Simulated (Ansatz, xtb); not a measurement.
# Two structures of GaH7O3Si2

Structure I: a singlet given by its coordinates. Structure II: a singlet given by its coordinates. Both are isolated molecules in the gas phase, relaxed with PBE0-D4/def2-SVP.

I (Å):

```xyz
13

Ga   -2.3194   -0.8876    2.0031
O    -2.1413    0.6753    0.5370
O     0.5458    0.3096    0.2888
O    -0.7512   -1.7116    1.5107
Si   -0.6202    1.4490    0.2998
Si    0.7157   -1.2070    1.0335
H    -2.6219    0.4275   -0.2628
H    -0.7124    2.1364   -1.0130
H    -0.5048    2.3780    1.4478
H     1.3049   -2.1060    0.0042
H     1.6702   -1.0111    2.1634
H    -3.5845   -1.5995    1.4157
H    -2.1917   -0.0303    3.3084
```

Close contacts (Å): Ga1–O2 2.15, Ga1–O4 1.84, O2–Si5 1.72, O3–Si5 1.63, O3–Si6 1.70, O4–Si6 1.62, Ga1–H12 1.57, Ga1–H13 1.57, O2–H7 0.97, Si5–H8 1.48, Si5–H9 1.48, Si6–H10 1.49, Si6–H11 1.49.

II (Å):

```xyz
13

Ga   -1.1026    0.4464    2.8545
O    -1.8471    1.3501    1.0034
O     0.2143    0.9047   -0.7290
O     0.4009    1.2122    2.0181
Si   -0.2078    1.7437    0.6198
Si    0.9676   -0.5386   -1.1073
H    -2.4904    1.0729    0.3421
H    -0.0878    3.1816    0.3111
H     0.8743   -0.7116   -2.5837
H     0.2723   -1.6726   -0.4285
H     2.3977   -0.5028   -0.6886
H    -1.7013    1.3103    4.0088
H    -1.2460   -1.0946    2.6131
```

Close contacts (Å): Ga1–O2 2.19, Ga1–O4 1.88, Ga1–Si5 2.73, O2–Si5 1.73, O3–Si5 1.64, O3–Si6 1.67, O4–Si5 1.62, Ga1–H12 1.56, Ga1–H13 1.57, O2–H7 0.96, Si5–H8 1.48, Si6–H9 1.49, Si6–H10 1.49, Si6–H11 1.49.

Problem. Estimate which is lower in electronic energy at CCSD(T)/def2-SVP + ΔMP2/def2-TZVPP, and by roughly how much.

Solution. The CCSD(T)/def2-SVP + ΔMP2/def2-TZVPP calculation puts structure I lower, by 6.0 kcal/mol.

Level by level:

```json
{"level": "GFN2-xTB", "geometry": "GFN2-xTB", "E(II) − E(I) (kcal/mol)": "+17.2", "departure from the last row (kcal/mol)": "+11.2", "job, with rough time for the two": "optimisation, 0.9 s"}
{"level": "HF/STO-3G", "geometry": "GFN2-xTB", "E(II) − E(I) (kcal/mol)": "+13.2", "departure from the last row (kcal/mol)": "+7.2", "job, with rough time for the two": "single point, 1.1 s"}
{"level": "r2SCAN-D4/def2-SVP", "geometry": "GFN2-xTB", "E(II) − E(I) (kcal/mol)": "+6.3", "departure from the last row (kcal/mol)": "+0.4", "job, with rough time for the two": "single point, 9.6 s"}
{"level": "PBE0-D4/def2-SVP", "geometry": "PBE0-D4/def2-SVP", "E(II) − E(I) (kcal/mol)": "+6.4", "departure from the last row (kcal/mol)": "+0.5", "job, with rough time for the two": "optimisation, 4.9 min"}
{"level": "HF/def2-SVP", "geometry": "PBE0-D4/def2-SVP", "E(II) − E(I) (kcal/mol)": "+7.2", "departure from the last row (kcal/mol)": "+1.2", "job, with rough time for the two": "part of the CCSD(T) run"}
{"level": "MP2/def2-SVP", "geometry": "PBE0-D4/def2-SVP", "E(II) − E(I) (kcal/mol)": "+7.1", "departure from the last row (kcal/mol)": "+1.1", "job, with rough time for the two": "part of the CCSD(T) run"}
{"level": "CCSD(T)/def2-SVP", "geometry": "PBE0-D4/def2-SVP", "E(II) − E(I) (kcal/mol)": "+7.0", "departure from the last row (kcal/mol)": "+1.0", "job, with rough time for the two": "single point"}
{"level": "CCSD(T)/def2-SVP + ΔMP2/def2-TZVPP", "geometry": "PBE0-D4/def2-SVP", "E(II) − E(I) (kcal/mol)": "+6.0", "departure from the last row (kcal/mol)": "", "job, with rough time for the two": "single point, 2.7 min"}
```

The levels shown agree on the order. The largest departure from CCSD(T)/def2-SVP + ΔMP2/def2-TZVPP is that of GFN2-xTB, 11.2 kcal/mol. No reliable frequencies are at hand for II, so it isn't confirmed as a minimum. The last row adds to CCSD(T) the change of the MP2 difference between the two basis sets, here −1.0 kcal/mol.

The correlated steps freeze 22 core orbitals; the filled d shell of Ga is correlated, in a basis made for valence electrons. Run with Ansatz 0.2.0, xtb 6.7.1; the last row on 2 threads of Arm Neoverse V1 on a shared host.
